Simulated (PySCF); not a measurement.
C₃H₁₁PSi₂.
Numbering: `[PH2:1][SiH2:2][SiH2:3][CH:4]1[CH2:5][CH2:6]1` (hydrogens: H7, H8 on P1; H9, H10 on Si2; H11, H12 on Si3; H13 on C4; H14, H15 on C5; H16, H17 on C6)

Structure used (PBE0-D3(BJ)/def2-SVP), in Å, numbered top down from 1:
```
atom  x, y, z in Å
P1     3.8818   -0.2328    0.8245
Si2    1.7925    0.6533    0.7199
Si3    0.5191   -0.6520   -0.7609
C4    -1.3100   -0.3127   -0.5601
C5    -1.8150    1.0317   -0.0935
C6    -1.9299   -0.1532    0.8068
H7     4.1851    0.0965   -0.5328
H8     4.4870    0.9540    1.3413
H9     1.2243    0.5965    2.1048
H10    1.7940    2.0896    0.2931
H11    0.9653   -0.3354   -2.1562
H12    0.8296   -2.0959   -0.5084
H13   -1.9416   -0.8160   -1.3019
H14   -1.0833    1.8068    0.1584
H15   -2.7244    1.4219   -0.5582
H16   -2.9197   -0.5893    0.9653
H17   -1.2793   -0.2015    1.6858
```

Computed, not measured: core-valence-separated Tamm–Dancoff BHandHLYP/aug-pcX-1 (pcseg-1 on H, def2-SVPD on P, def2-SVPD on Si) in PySCF, non-relativistic, gas phase, PBE0-D3(BJ)/def2-SVP geometry. Absolute energies from this functional tend to lie a few eV below measured edges; no shift was applied.

The lowest roots of each edge with f over 0.003 (five at most, numbered afresh; weaker and dark ones are left out), with transition dipoles (au) in the frame of the coordinates:

```tsv
root	edge	E (eV)	f	μx	μy	μz
1	C	285.45	0.0091	0.0092	-0.0219	-0.0270
2	C	285.79	0.0086	-0.0028	0.0321	-0.0139
3	C	285.83	0.0230	0.0528	0.0052	0.0217
4	C	285.84	0.0106	-0.0302	-0.0194	0.0152
5	C	286.13	0.0224	-0.0526	-0.0124	-0.0167
```

Question: Molecules are fixed in this frame and the field points along y. What effective strengths 3 f cos²θ do the roots have (θ between field and μ)?

Answer: root 1 (C4): 0.010, root 2 (C5): 0.022, root 3 (C4): 0.001, root 4 (C6): 0.008, root 5 (C5): 0.003. Root 2 is the strongest. Averaged over all orientations cos²θ is 1/3, which gives f back.

Time: 34 s; peak memory 0.94 GiB. Hardware: Intel Xeon at 2.50 GHz, one thread (shared host).

One conformer stands for the species.
